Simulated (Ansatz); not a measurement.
```yaml
crystal:
  periodic: [false, false, false]
  atoms:
    - {symbol: O, position_ang: [0.763923, -1.751340, 0.155205]}
    - {symbol: C, position_ang: [0.659867, -0.749010, -1.021936]}
    - {symbol: O, position_ang: [1.291055, -0.603387, -2.086943]}
    - {symbol: C, position_ang: [0.035407, 0.502687, -0.450494]}
    - {symbol: O, position_ang: [-0.350068, 1.442070, -1.094999]}
    - {symbol: Si, position_ang: [-0.943363, 0.542347, 1.500584]}
    - {symbol: H, position_ang: [1.471164, -1.493872, -2.156835]}
    - {symbol: H, position_ang: [-1.723091, -0.736515, 1.616378]}
    - {symbol: H, position_ang: [-1.323468, 1.711621, 1.567757]}
    - {symbol: H, position_ang: [0.495872, 0.411163, 2.622691]}
basis:
  gaussian: {orbitals: def2-mTZVPP}
total_charge: 1
magnetization: {spin_polarized: true, initial_magnetization: 7}
hamiltonian: {xc: {name: r2SCAN}, dispersion: rvv10}
```

```sh
$ ansatz run in.yaml --threads 4 --pin off --events-out ev --progress --plain --max-ram 10444MiB
```

Output, abridged:

```
Functional definition: r2SCAN+rVV10
1297 factors; their error is unknown
mean field evaluation 1: about -16087.7973 eV, gradient 7.4e1 eV
mean field evaluation 2: about -15050.2751 eV, gradient 3.6e2 eV
mean field evaluation 4: about -16085.6143 eV, gradient 7.9e1 eV
mean field evaluation 8: about -16125.5641 eV, gradient 3.4e0 eV
mean field evaluation 16: about -16125.6873 eV, gradient 7.8e-5 eV
mean field -16125.68726917 eV, -592.6080767584 hartree, gradient 7.7e-6 eV, S^2 15.772697; 8 other end points of the search recorded, 0 dependent functions left out
reference -16125.68728434 eV, -592.6080773162 hartree; 30, 23 occupied and 127, 134 virtual orbitals, 1297 factors
Total energy: -16125.68728434 eV, -592.6080773162 hartree
```

Problem. What is wrong with this run?

Solution. The spin is set far too high for this molecule. The calculation finished and met its thresholds. The result belongs to that input, not to the molecule as meant.
